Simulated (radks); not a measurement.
Valence configurations of Xe3+ (all share [Kr]). All-electron calculation, Dirac Kohn-Sham, PBE, spin-unpolarised, spherical densities, point nucleus; open shells fill j = l - 1/2 first. Program: a radial shooting solver on a logarithmic mesh with Libxc functionals. Energies are relative to 4d10 5s2 5p3; eigenvalues in eV.

valence	E (eV)	e(4d3/2)	e(4d5/2)	e(5p1/2)	e(5p3/2)	e(5s1/2)
4d10 5s2 5p3	0.000	-93.679	-91.680	-37.930	-36.234	-50.004
4d10 5s1.5 5p3.5	6.902	-94.377	-92.376	-38.283	-36.572	-50.408
4d10 5s1 5p4	13.836	-95.068	-93.064	-38.631	-36.905	-50.806
4d10 5p5	27.800	-96.430	-94.421	-39.312	-37.556	-
4d9.5 5s2 5p3.5	28.406	-97.481	-95.445	-39.039	-37.264	-51.391
4d9 5s2 5p4	58.182	-101.27	-99.200	-40.127	-38.274	-52.751
4d8.5 5s2 5p4.5	89.334	-105.06	-102.95	-41.196	-39.265	-54.087
4d8 5s2 5p5	121.87	-108.84	-106.69	-42.249	-40.239	-55.401
4d7.5 5s2 5p5.5	155.78	-112.60	-110.42	-43.286	-41.198	-56.694
4d7 5s2 5p6	191.09	-116.37	-114.14	-44.310	-42.143	-57.968

NIST lists [Kr] 4d10 5s2 5p3 as the ground configuration; this level of theory agrees among the configurations tried. The energies are those of spherical spin-averaged densities, not of single terms.
